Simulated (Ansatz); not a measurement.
Molecule: sum formula H4SiO3, charge 0, multiplicity 1. SMILES: O[SiH](O)O
Structure (B3LYP-D3(BJ)/def2-TZVP (Ansatz, a program for electronic structure) minimum search):
```xyz
8

O      0.4966     1.5128    -0.0600
Si    -0.1600     0.0575     0.2913
O      0.9302    -1.1724     0.3848
O     -1.1860    -0.3739    -0.9101
H      0.8173     1.6628    -0.9537
H     -0.8291     0.2598     1.5841
H      1.5897    -1.1489     1.0823
H     -1.2646    -1.3107    -1.1072
```
Charge 0, spin multiplicity 1.

Wanted: vertical triplet-singlet gap (E(triplet) - E(singlet); each state is the SCF solution reached for its spin), in eV. Cores are frozen in the correlated levels unless marked. Open shells are spin-unrestricted. No spin-orbit coupling. No relativistic terms. CBS marks a two-point X^-3 extrapolation of the correlation energy; Hartree-Fock from the larger set. [CCSD(T)-MP2]/basis is that difference in the basis named.

| level | program | vertical triplet-singlet gap (eV) |
|---|---|---|
| SVWN5/def2-TZVPD | Ansatz | 6.98 |
| B3LYP/def2-TZVPD | Ansatz | 7.54 |
| CAM-B3LYP/def2-TZVPD | Ansatz | [?] |
| CCSD/aug-cc-pV(D+d)Z | Ansatz | [?] |
| CCSD/aug-cc-pV(T+d)Z | Ansatz | 7.98 |
| RI-MP2/CBS(aug-cc-pV(T+d)Z,aug-cc-pV(Q+d)Z)+[CCSD(T)-MP2]/aug-cc-pV(T+d)Z | Ansatz | [?] |

### Question
Complete the blanks.

### Answer

- CAM-B3LYP/def2-TZVPD, vertical triplet-singlet gap (eV): 7.95
- CCSD/aug-cc-pV(D+d)Z, vertical triplet-singlet gap (eV): 7.90
- RI-MP2/CBS(aug-cc-pV(T+d)Z,aug-cc-pV(Q+d)Z)+[CCSD(T)-MP2]/aug-cc-pV(T+d)Z, vertical triplet-singlet gap (eV): 8.11
